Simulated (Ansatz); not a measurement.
`[SiH3]C1C=C1` + HI → `IC1C=C1` + SiH₄ at 500 K and 1 bar (substitution at a C–Si bond).

Gas-phase electronic energies from Ansatz, PBE0-D4/def2-TZVP geometries. CBS: MP2 limit from def2 TZ/QZ plus the TZ coupled-cluster correction, frozen cores. This one scheme is used for every species. Elements past krypton have def2 core potentials. For I outer-core shells are correlated without core-valence functions, which leaves a few kJ/mol of doubt a bond.

| species | CCSD(T)/CBS energy (Eh) | H − E (kJ/mol) | S (J/(mol·K)) |
| --- | --- | --- | --- |
| `[SiH3]C1C=C1` | -406.73557 | 225.7 | 363.7 |
| HI | -298.03592 | 28.6 | 221.6 |
| `IC1C=C1` | -413.30358 | 152.6 | 341.9 |
| SiH₄ | -291.46306 | 102.4 | 230.9 |

H − E and S are ideal-gas, rigid-rotor, harmonic terms from PBE0-D4/def2-TZVP. 1 Eh = 2625.50 kJ/mol, R = 8.31446 J/(mol·K).

Problem. By hand: ΔE, ΔH, ΔS and ΔG.

Solution. ΔE = (-413.30358) + (-291.46306) − (-406.73557) − (-298.03592) = 0.00485 Eh = 12.7 kJ/mol. Δ(H − E) = 152.6 + 102.4 − 225.7 − 28.6 = 0.7, so ΔH = 13.4 kJ/mol. ΔS = 341.9 + 230.9 − 363.7 − 221.6 = -12.5 J/(mol·K). ΔG = 13.4 − 500 × (-12.5)/1000 = 19.6 kJ/mol.

Problem. By hand: the equilibrium constant, and the temperature at which ΔG would vanish if ΔH and ΔS stayed fixed.

Solution. log₁₀ K = −ΔG/(RT ln 10) = -2.0. ΔH and −TΔS have one sign here, so there is no such temperature.

TΔS isn't small against ΔH here. A doubt of 5 kJ/mol in ΔE shifts log₁₀ K by 0.5 here. These are equilibria of isolated gas molecules and say nothing of rates. Largest T1 diagnostic: 0.011 (customary marks: 0.02 for closed shells, 0.045 for open ones).
